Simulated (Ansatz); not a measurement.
`C=C=C(C)Cl` + `N[AsH]O` → `CN[AsH]O` + `C=C=CCl`  (substitution at a C–C bond)

Isolated molecules relaxed with PBE0-D4/def2-TZVP in Ansatz; ΔE leaves out vibrations. CBS: MP2 limit from def2 TZ/QZ plus the TZ coupled-cluster correction, frozen cores. Functionals use def2-TZVPP. B3LYP here is the variant with VWN-RPA as its local correlation; programs differ in this. For As outer-core shells are correlated without core-valence functions, which leaves a few kJ/mol of doubt a bond. Scalar relativity is left out up to krypton. One conformer a species, not always the lowest.

```
             level  ΔE (kcal/mol)
            r2SCAN           12.4
             B3LYP           11.4
SCS-MP2/def2-TZVPP           12.2
   CCSD/def2-TZVPP           11.7
CCSD(T)/def2-TZVPP           11.8
     HF/def2-QZVPP           11.4
     MP2/CBS(def2)           13.2
    CCSD/CBS(def2)           12.0
```

What does CCSD(T)/CBS give? (Estimate.)

Ansatz gave: +12.1 kcal/mol. The listed levels differ from it by 0.3, -0.7, 0.1, -0.4, -0.3, -0.7, 1.1, -0.1 kcal/mol.

Largest T1 diagnostic among the species: 0.012.
